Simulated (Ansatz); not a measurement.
System: sum formula AlClF₂, net charge 0, singlet state. 
Coordinates optimised at B3LYP-D3(BJ)/def2-TZVP (Ansatz, a program for electronic structure):
```xyz
4

F     -1.2760    -1.3874     0.0091
Al    -0.4205     0.0071     0.0035
F     -1.2286     1.4295     0.0116
Cl     1.6475    -0.0277    -0.0136
```
Charge 0, spin multiplicity 1.

Atomisation energy built up term by term with Ansatz (kcal/mol; UHF references for open shells; valence terms freeze the core; atomic spin-orbit terms are left out). CBS(X,Y): correlation extrapolated as X^-3; Hartree-Fock from the larger set (for Q and 5 zeta extrapolated as (X+1)exp(-9√X)).

```
term                                            basis  kcal/mol
-----------------------  ----------------------------  --------
Hartree-Fock             CBS(cc-pV(Q+d)Z,cc-pV(5+d)Z)       [?]
CCSD correlation         CBS(cc-pV(Q+d)Z,cc-pV(5+d)Z)       [?]
(T)                      CBS(cc-pV(Q+d)Z,cc-pV(5+d)Z)      7.94
core correlation                            cc-pwCVTZ     -0.69
scalar relativity (X2C)    cc-pVTZ-DK against cc-pVTZ     -1.27
sum: De                                                     [?]
```

Complete the blanks.


- Hartree-Fock, kcal/mol: 296.73
- CCSD correlation, kcal/mol: 87.53
- sum: De, kcal/mol: 390.3
